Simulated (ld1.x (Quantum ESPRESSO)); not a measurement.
## Mg (Z = 12) TM: all-electron and pseudo phase curves

| Item | Value |
| --- | --- |
| Element | magnesium |
| Generator | ld1.x (Quantum ESPRESSO) 7.5 |
| Type | norm-conserving Troullier–Martins (Kleinman–Bylander form) |
| Functional | PBE |
| Relativity | scalar-relativistic |
| Frozen core | [Ne] |
| Valence charge | 2 |
| Reference configuration | 3s0.5 3p0 (charge +1.5) |
| Partial waves | 3p (bound, empty): rc 2.90 bohr; 3s (bound): rc 2.05 bohr |
| Local potential | the s channel |
| Core correction | Bessel-smoothed model core, default radius (core density twice the valence density) |

The phase is arctan(r·u′/u) with u = r·R(r), unwrapped; energies in Ry, scanned from -3 to 5 Ry. A pole is an energy at which the radial function vanishes at the test radius. The pseudo phase is shifted by a multiple of π to meet the all-electron one at the reference energy, and phase errors are pseudo minus all-electron; the curves can meet again beyond the range given. Levels narrower than the energy grid can be missing from the lists of poles.

For each channel, where are the poles, and over which energies does the pseudopotential scatter like the atom?

```json
{"channel": "s", "radius (bohr)": "3.15", "reference energy (Ry)": "-1.10", "poles, all-electron": "-0.39, 4.40", "poles, pseudo": "-0.40, 3.66", "unbroken range about the reference energy with phases within 0.05 rad": "below 0.9", "phase error 1 Ry above the reference energy (rad)": "-0.004"}
{"channel": "p", "radius (bohr)": "3.15", "reference energy (Ry)": "-0.75", "poles, all-electron": "0.25, 4.88", "poles, pseudo": "0.15, 2.38", "unbroken range about the reference energy with phases within 0.05 rad": "below 0.4", "phase error 1 Ry above the reference energy (rad)": "-0.033"}
```

Phases in the s channel:

| E (Ry) | all-electron | pseudo |
| --- | --- | --- |
| -3.00 | 1.321 | 1.321 |
| -2.76 | 1.299 | 1.299 |
| -2.52 | 1.270 | 1.269 |
| -2.28 | 1.229 | 1.228 |
| -2.04 | 1.165 | 1.165 |
| -1.80 | 1.054 | 1.053 |
| -1.56 | 0.806 | 0.804 |
| -1.32 | 0.071 | 0.070 |
| -1.08 | -0.953 | -0.953 |
| -0.84 | -1.337 | -1.338 |
| -0.60 | -1.493 | -1.494 |
| -0.36 | -1.581 | -1.583 |
| -0.12 | -1.643 | -1.647 |
| 0.12 | -1.696 | -1.702 |
| 0.36 | -1.748 | -1.759 |
| 0.60 | -1.808 | -1.827 |
| 0.84 | -1.886 | -1.923 |
| 1.08 | -2.004 | -2.087 |
| 1.32 | -2.218 | -2.439 |
| 1.56 | -2.679 | -3.234 |
| 1.80 | -3.483 | -3.982 |
| 2.04 | -4.047 | -4.301 |
| 2.28 | -4.302 | -4.450 |
| 2.52 | -4.433 | -4.535 |
| 2.76 | -4.512 | -4.592 |
| 3.00 | -4.565 | -4.633 |
| 3.24 | -4.604 | -4.666 |
| 3.48 | -4.634 | -4.694 |
| 3.72 | -4.659 | -4.719 |
| 3.96 | -4.680 | -4.743 |
| 4.20 | -4.698 | -4.767 |
| 4.44 | -4.715 | -4.794 |
| 4.68 | -4.731 | -4.826 |
| 4.92 | -4.747 | -4.867 |
